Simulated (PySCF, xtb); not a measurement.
GeSe, SMILES [Se]=[Ge] (connectivity only; charge and spin as stated), neutral, multiplicity 1.

GFN2-xTB (xtb) at its own geometry gives an orbital gap of 2.78 eV and a dipole moment of 5.56 D.

Coordinates come from a PBE0-D3(BJ)/def2-TZVP optimisation.

### Question
What does r2SCAN/def2-TZVPD run with PySCF give? (The exact figures need the calculation; the answer reports its results.)

### Answer
gap 3.77 eV (levels -6.93 and -3.16 eV), dipole 1.69 D.
